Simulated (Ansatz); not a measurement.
Born–Oppenheimer molecular dynamics of CH₆O₂Si₂ (11 atoms, charge 0, multiplicity 1). It starts from a relaxed structure.

These are results of UKS PBE-D4/STO-3G in Ansatz 0.2.0, not measurements.

```
ensemble        : NVT, Nosé–Hoover chain
time step       : 0.5 fs
steps asked     : 178
set temperature : 3000 K
thermostat      : time constant 100 fs, chain length 3 (defaults)
masses          : H 3.016 u
seed            : 326684
```

Frames 5 fs apart, positions in Å.

Velocities at 0.0 fs (Å/ps):

```
O 0.22 -14.69 -0.01
Si 1.38 -0.20 -3.84
C 26.64 19.90 10.14
Si -17.91 -3.63 7.97
O 1.00 -4.78 -0.39
H 29.50 34.54 -2.01
H -20.61 7.93 7.32
H -36.37 -15.84 -36.65
H -1.52 -29.30 -14.87
H 18.60 30.58 -2.21
H 51.77 31.78 -28.35
```

```xyz
11
Properties=species:S:1:pos:R:3 time_fs=0.0 energy_less_start_eV=0.000 T=3000
O -1.315 2.115 0.307
Si 0.096 1.145 0.168
C 0.128 -0.611 0.909
Si 0.441 -1.171 -0.869
O 0.309 0.484 -1.445
H -2.069 1.495 -0.033
H 1.157 2.057 0.596
H -0.823 -0.954 1.348
H 0.940 -0.806 1.628
H 1.761 -1.755 -1.118
H -0.561 -2.055 -1.470
11
Properties=species:S:1:pos:R:3 time_fs=5.0 energy_less_start_eV=1.552 T=1672
O -1.294 2.056 0.317
Si 0.104 1.145 0.148
C 0.227 -0.524 0.952
Si 0.363 -1.184 -0.827
O 0.312 0.461 -1.446
H -2.029 1.588 -0.096
H 1.063 2.102 0.633
H -0.926 -0.999 1.160
H 0.967 -0.961 1.594
H 1.826 -1.599 -1.123
H -0.360 -1.948 -1.644
11
Properties=species:S:1:pos:R:3 time_fs=10.0 energy_less_start_eV=2.171 T=1143
O -1.258 2.027 0.343
Si 0.118 1.149 0.126
C 0.229 -0.501 0.978
Si 0.330 -1.180 -0.785
O 0.307 0.445 -1.444
H -2.138 1.558 -0.240
H 1.009 2.165 0.671
H -0.788 -0.921 1.025
H 1.020 -1.096 1.630
H 1.783 -1.446 -1.093
H -0.332 -2.001 -1.910
11
Properties=species:S:1:pos:R:3 time_fs=15.0 energy_less_start_eV=2.364 T=980
O -1.289 2.000 0.349
Si 0.147 1.156 0.106
C 0.238 -0.543 0.999
Si 0.327 -1.178 -0.774
O 0.288 0.442 -1.439
H -2.040 1.606 -0.257
H 0.996 2.220 0.694
H -0.729 -0.831 1.068
H 0.944 -1.099 1.617
H 1.691 -1.343 -1.029
H -0.334 -2.051 -2.059
11
Properties=species:S:1:pos:R:3 time_fs=20.0 energy_less_start_eV=1.804 T=1473
O -1.334 1.982 0.358
Si 0.184 1.171 0.099
C 0.258 -0.586 0.974
Si 0.331 -1.184 -0.802
O 0.257 0.451 -1.440
H -1.938 1.623 -0.293
H 1.015 2.236 0.681
H -0.918 -0.799 1.297
H 0.882 -1.068 1.669
H 1.726 -1.337 -0.970
H -0.297 -2.019 -1.980
11
Properties=species:S:1:pos:R:3 time_fs=25.0 energy_less_start_eV=1.759 T=1534
O -1.344 1.979 0.391
Si 0.214 1.192 0.111
C 0.165 -0.625 0.933
Si 0.344 -1.191 -0.852
O 0.217 0.467 -1.448
H -1.986 1.538 -0.476
H 1.079 2.225 0.639
H -0.896 -0.725 1.521
H 0.916 -1.058 1.800
H 1.857 -1.417 -0.927
H -0.258 -1.962 -1.759
11
Properties=species:S:1:pos:R:3 time_fs=30.0 energy_less_start_eV=1.348 T=1907
O -1.369 1.957 0.384
Si 0.230 1.206 0.137
C 0.046 -0.668 0.956
Si 0.391 -1.178 -0.890
O 0.173 0.485 -1.462
H -1.895 1.529 -0.468
H 1.197 2.217 0.587
H -0.728 -0.642 1.625
H 0.859 -0.958 1.744
H 1.898 -1.533 -0.896
H -0.362 -2.080 -1.662
11
Properties=species:S:1:pos:R:3 time_fs=35.0 energy_less_start_eV=2.169 T=1232
O -1.384 1.930 0.361
Si 0.226 1.209 0.174
C 0.006 -0.678 0.965
Si 0.452 -1.153 -0.908
O 0.136 0.500 -1.476
H -1.767 1.537 -0.401
H 1.331 2.192 0.522
H -0.798 -0.595 1.753
H 0.803 -0.830 1.559
H 1.822 -1.642 -0.879
H -0.527 -2.278 -1.635
11
Properties=species:S:1:pos:R:3 time_fs=40.0 energy_less_start_eV=2.363 T=1088
O -1.356 1.928 0.375
Si 0.208 1.199 0.215
C -0.031 -0.626 0.930
Si 0.482 -1.140 -0.921
O 0.112 0.511 -1.481
H -1.782 1.424 -0.557
H 1.412 2.115 0.444
H -0.938 -0.611 1.765
H 0.979 -0.768 1.497
H 1.764 -1.748 -0.877
H -0.552 -2.322 -1.530
11
Properties=species:S:1:pos:R:3 time_fs=45.0 energy_less_start_eV=1.716 T=1670
O -1.338 1.923 0.357
Si 0.185 1.180 0.248
C -0.026 -0.541 0.922
Si 0.466 -1.141 -0.927
O 0.103 0.519 -1.472
H -1.744 1.393 -0.555
H 1.419 1.988 0.374
H -0.925 -0.694 1.561
H 1.054 -0.733 1.449
H 1.789 -1.849 -0.888
H -0.422 -2.183 -1.368
11
Properties=species:S:1:pos:R:3 time_fs=50.0 energy_less_start_eV=2.306 T=1208
O -1.340 1.924 0.312
Si 0.162 1.154 0.260
C 0.074 -0.471 0.917
Si 0.440 -1.135 -0.912
O 0.108 0.524 -1.450
H -1.665 1.442 -0.417
H 1.398 1.861 0.346
H -0.867 -0.825 1.308
H 0.917 -0.710 1.409
H 1.795 -1.882 -0.913
H -0.347 -2.084 -1.270
11
Properties=species:S:1:pos:R:3 time_fs=55.0 energy_less_start_eV=1.357 T=2067
O -1.330 1.968 0.310
Si 0.137 1.137 0.244
C 0.166 -0.455 0.867
Si 0.438 -1.105 -0.870
O 0.120 0.526 -1.424
H -1.747 1.357 -0.510
H 1.412 1.796 0.379
H -0.818 -0.966 1.102
H 0.939 -0.780 1.587
H 1.730 -1.815 -0.959
H -0.522 -2.226 -1.310
```

Of the whole run (89 fs, mean temperature of the second half 1693 K): The conserved energy stayed within 1 meV per atom of its start (net change 0.71 meV per atom), so the integration is sound. The mean temperature of the second half is 44 % below the set value. A run of 0.089 ps of so small a system gives no equilibrium averages. Limits of this set-up: minimal basis.

The run took 9.9 min on 1 thread of Arm Neoverse V2 (shared host), peak memory 0.12 GiB.
